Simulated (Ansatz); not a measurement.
CoF3, relaxed as a triplet with UKS PBE0-D4/def2-TZVP in Ansatz, starting from the PBE0-D4/def2-TZVP geometry of the neutral quintet. Force threshold 0.02 eV/Å.

The charge 0 triplet is spin-contaminated (final ⟨S²⟩ up to 2.41, 2.00 for a pure state). At PBE0-D4/def2-TZVP a quintet of charge 0 lies 0.99 eV below the triplet, each at its own geometry.

Start:

Cartesian coordinates in Å:
```
Co 0.000 0.000 0.000
F 0.347 -1.632 0.412
F 1.267 1.046 -0.504
F -1.613 0.586 0.092
```

**Question.** Estimate the energy that the relaxation releases and the steps that it takes.

**Answer.** 12.4 kJ/mol, in 12 steps; 42 s on 2 threads of Intel Xeon 6975P-C on a shared host. The force fell under the threshold at step 10, but the optimiser went on. No frequencies were taken in this run, so the end may be a saddle point.

**Question.** Does the start keep its bonding and symmetry?

**Answer.** By distances, no bond broke or formed. The bond that changes most is Co1–F4, from 1.72 to 1.70 Å (atoms count from 1). Point group D3h at the start, C2v at the end, both within 0.05 Å.

**Question.** Predict the relaxed structure.

**Answer.** 
```xyz
4

Co   -0.125   -0.105    0.051
F     0.578   -1.619    0.373
F     1.119    0.938   -0.459
F    -1.572    0.787    0.036
```
Bond lengths: 3 × Co–F 1.70 Å.
